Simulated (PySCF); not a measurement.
SiHF, SMILES F[SiH] (connectivity only; charge and spin as stated), neutral, multiplicity 1. Atoms are numbered in the order given.

```xyz
3

Si     0.1183     0.5903     0.0000
H     -1.3914     0.8970     0.0000
F     -0.0295    -1.0179     0.0000
```

Coordinates come from a r2SCAN-D4/def2-TZVPD optimisation. The isomer is the one that the SMILES or the coordinates give; other isomers of the formula were not compared.

All values below come from B3LYP/def2-TZVPD (PySCF).

Mulliken values depend strongly on the basis, most of all with diffuse functions as here. ESP charges are fitted to the potential on shells at 1.4 to 2.0 van der Waals radii. Atomic charges (e):

| atom | Mulliken | ESP fit |
|---|---|---|
| Si1 | 0.27 | [?] |
| H2 | -0.06 | [?] |
| F3 | -0.21 | [?] |

Complete the blanks. (An estimate is asked for; the answer gives what the named calculation found.)


- Si1, ESP fit: 0.18
- H2, ESP fit: -0.03
- F3, ESP fit: -0.15
